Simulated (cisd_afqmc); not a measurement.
Input (AFQMC/CISD/def2-SVP; cisd_afqmc is a phaseless AFQMC code with CISD trial states that reads the integrals written by Ansatz):

Ansatz 0.2 input:
```python
import cisd_afqmc

open("ham.yaml", "w").write("""\
crystal:
  periodic: [false, false, false]
  atoms:
    - {symbol: Al, position_ang: [-1.01791207, -1.59707148, 0.28672936]}
    - {symbol: H, position_ang: [-0.49921373, -2.61213768, 1.36714599]}
    - {symbol: H, position_ang: [-2.31505799, -1.80336465, -0.57441117]}
    - {symbol: I, position_ang: [0.30277601, 0.47504588, -0.08528710]}
basis:
  gaussian:
    orbitals: def2-SVP
magnetization: {spin_polarized: false}
correlation: {method: ccsd, electrons: outside_noble_gas, hamiltonian_folder: ham}
""")
rep = cisd_afqmc.ansatz("ham.yaml")
e_ccsd = rep["correlation"]["coupled_cluster"]["energy"]["hartree"]
out = cisd_afqmc.run("ham", e_ccsd, trial="CISD", walkers=200, populations=8, threads=8, dt=0.005, steps=40, early=36, settle=10, least=32,
    cut=5e-5, rank_cut=2e-4, target=0.0004, seconds=1500, seed=1, memory=17280, gpu=False)
```

Output:

```
orbitals 40, occupied [6], factors 217 of 597, rank of the doubles 92 of 204
E(HF) = -539.706492
E(CCSD) on the cut factors = -539.893947, shift to the whole factors -0.000010
Energy of the trial state on the determinant = -539.893853
  tau behind 10.8 of longer steps, mean of the populations' last blocks
   2.0  -539.89822
   4.0  -539.89849
   6.0  -539.89845
   8.0  -539.89843
blocks 290 (0 outliers left out), error by blocks joined: 1: 0.00007, 2: 0.00010, 4: 0.00012, 8: 0.00015, 16: 0.00017
E(AFQMC/CISD) = -539.89848 +/- 0.00017
```
